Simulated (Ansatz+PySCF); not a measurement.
Values are calculated unless marked as measured or tabulated.
This PySCF input gave a total energy of -1620.54327 hartree.

```python
from pyscf import gto, scf, mp

mol = gto.M(atom="""
Al 0.000000 0.000000 0.000000
Cl 1.912630 0.000000 0.000000
Cl -0.956320 1.656390 0.000000
Cl -0.956320 -1.656390 0.000000
""", basis='def2-svp', charge=0, spin=0)
mf = scf.UHF(mol)
mf.kernel()
pt = mp.MP2(mf, frozen=20).run()
print(mf.e_tot, pt.e_corr, pt.e_tot)
```

Problem. Write an input for Ansatz with the same method and basis set.

Solution.

```yaml
crystal:
  periodic: [false, false, false]
  atoms:
    - { symbol: Al, position_ang: [0.0, 0.0, 0.0] }
    - { symbol: Cl, position_ang: [1.91263, 0.0, 0.0] }
    - { symbol: Cl, position_ang: [-0.95632, 1.65639, 0.0] }
    - { symbol: Cl, position_ang: [-0.95632, -1.65639, 0.0] }
basis:
  gaussian: { orbitals: def2-SVP }
magnetization:
  spin_polarized: true
hamiltonian:
  xc: hf
correlation:
  method: mp2
  frozen_orbitals: { Al: 5, Cl: 5 }
scf:
  omitted_lower_state_checks: [stability, starts, atomic_configurations, cluster_reference, orbital_swaps, given_window_search, neighbouring_geometries, increment]
```

Ansatz (development build ahead of 0.2.0) gave -1620.54326 hartree, 0.14 meV from the first.
